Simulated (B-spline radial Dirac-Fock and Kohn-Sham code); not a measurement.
Lu²⁸⁺: eigenvalues, ΔSCF and the reference

System: the Lu²⁸⁺ ion, [Kr] 4d7.

The density-functional columns are spherical, spin-unpolarised Dirac-Kohn-Sham results without Breit or QED terms: −ε is minus the orbital energy of the initial state and ΔSCF the difference of two total energies. The reference in the last column comes from Dirac-Fock (average of configuration) total-energy differences with a finite nucleus, the Breit interaction including its frequency dependence, and self-energy and vacuum-polarisation corrections. All numbers are from a radial finite-basis atomic code, in eV; a selection of levels is shown. For the 1s level of heavy atoms much of the gap between ΔSCF and the reference is the Breit and QED part, -304.8 eV here; for other levels the error of the functional can be larger.

```tsv
level	LDA −ε	LDA ΔSCF	Dirac-Fock
K (1s)	64074.8	64620.5	64329.2
L1 (2s)	11726.9	11844.1	11904.4
L2 (2p1/2)	11242.3	11386.5	11375.4
L3 (2p3/2)	10126.7	10255.2	10271.4
M1 (3s)	3418.3	3466.1	3516.8
M2 (3p1/2)	3204.7	3254.8	3286.0
M3 (3p3/2)	2964.2	3011.4	3044.1
M5 (3d5/2)	2549.0	2601.4	2607.3
N1 (4s)	1377.9	1403.0	1422.9
N2 (4p1/2)	1288.4	1313.6	1322.3
N3 (4p3/2)	1220.8	1244.8	1254.8
N4,5 (4d)	1064.7	1088.7	1086.9
```

Values without a named source are computed, but for edge energies of neutral atoms, which are taken from tables.
